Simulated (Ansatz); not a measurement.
Results of the Gaussian-basis code of Ansatz.

A structure relaxed at PBE0-D4/def2-TZVP, charge 0, multiplicity 1:

```xyz
8

N     0.462    1.690   -0.130
Ge   -0.538    0.237    0.329
O     0.460   -1.345    0.639
Al   -0.488   -1.869   -0.669
H     0.882    2.209    0.627
H     1.111    1.587   -0.894
H    -1.225    0.659    1.644
H    -0.664   -3.169   -1.546
```

**Question.** Give its formula and SMILES.

**Answer.** AlGeH4NO, `[NH2][GeH]1[O][AlH]1`.

**Question.** Summarise the bond lengths by kind.

**Answer.** 1 × Ge–N 1.822 Å; 2 × H–N 1.008 to 1.009 Å; 1 × Ge–O 1.896 Å; 1 × Al–Ge 2.331 Å; 1 × Ge–H 1.543 Å; 1 × Al–O 1.699 Å; 1 × Al–H 1.577 Å.
